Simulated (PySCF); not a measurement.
Compound: C₄H₉OSi (doublet state).
Z-matrix (Å and degrees, GFN2-xTB geometry), rows numbered from 1:
```
C 
O   1  1.3896
Si  2  1.6387  1  130.97
C   3  1.9315  2  117.13  1   -94.35
C   4  1.5369  3   88.98  2  -113.97
C   5  1.5366  4  102.11  3    12.68
H   1  1.0909  2  108.11  3  -173.34
H   1  1.0932  2  110.99  3    66.93
H   1  1.0934  2  110.73  3   -53.80
H   4  1.0905  3  112.67  2    -0.49
H   4  1.0863  3  120.58  2   128.81
H   5  1.0901  4  112.79  3   134.05
H   5  1.0895  4  110.35  3  -104.65
H   6  1.0857  3  119.36  2  -117.86
H   6  1.0888  3  112.89  2    10.50
```

The hyperfine couplings belong to this conformer and change with its torsions.

Identity: `CO[Si]1CCC1` [radical].

Method used: UKS B3LYP, pcH-1 on C H O Si, non-relativistic, mean-field spin-orbit, GIAO in PySCF 2.14.0. The structure is a single GFN2-xTB conformer in the gas phase; no vibrational or solvent corrections. Couplings are sensitive to structure, and on GFN2-xTB geometries they can be far from those on DFT ones, by a factor of two or more for some ions and for spin on atoms past the first row. Stability of the SCF solution: not tested.

Computed for the main isotopes (class means, splittings of 0.05 mT or more): g = 2.0025; H12/H13 1H +16.6 MHz (0.59 mT); H10/H11/H14/H15 1H +7.0 MHz (0.25 mT); H7/H8/H9 1H +2.6 MHz (0.09 mT); 60 first-order lines, 2.46 mT wide.

**Question.** What changes when 1H at H12/H13 is replaced by 2H at both sites?

**Answer.** Only the nuclear moment changes in this model. The ratio of g factors is 0.85744/5.58569 = 0.1535, so a goes from +16.6 to +2.6 MHz (0.091 mT). The spin goes from 1/2 to 1, so the 1:2:1 triplet becomes a 1:2:3:2:1 quintet. The spectrum then has 100 first-order lines over 1.64 mT.

**Question.** Give position and intensity of the satellites from 29Si at Si3.

**Answer.** a = -450.1 MHz, or 16.06 mT in magnitude, and I = 1/2, so to first order each main line has two satellites, at ±8.03 mT. The isotope's abundance is about 4.7 %, shared among 2 lines, so each has 2.5 % of the main line's intensity. At 340 mT second-order shifts move them to lower field by up to 0.19 mT.

**Question.** Where do the 13C satellites of C4/C6 appear, and how strong are they?

**Answer.** a = +34.2 MHz (class mean), or 1.22 mT in magnitude, and I = 1/2, so to first order each main line has two satellites, at ±0.61 mT. The isotope's abundance is about 1.07 % at each of 2 sites, shared among 2 lines, so each has 1.1 % of the main line's intensity.

**Question.** Give position and intensity of the satellites from 17O at O2.

**Answer.** a = -9.2 MHz, or 0.33 mT in magnitude, and I = 5/2, so to first order each main line has six satellites, at ±0.16, ±0.49, ±0.82 mT. The isotope's abundance is about 0.038 %, shared among 6 lines, so each has 0.0063 % of the main line's intensity.

Class means assume fast exchange of nuclei equivalent by connectivity; if that motion is slow, each nucleus keeps its own coupling. The three 1H nuclei of mean +2.6 MHz run from 0.2 to 5.6 MHz in the frozen geometry. The 1H value of +16.6 MHz is a mean of couplings from 3.7 to 29.6 MHz in this one geometry, not an average over conformers. The 1H value of +7.0 MHz is a mean of couplings from -3.1 to 14.9 MHz in this one geometry, not an average over conformers.
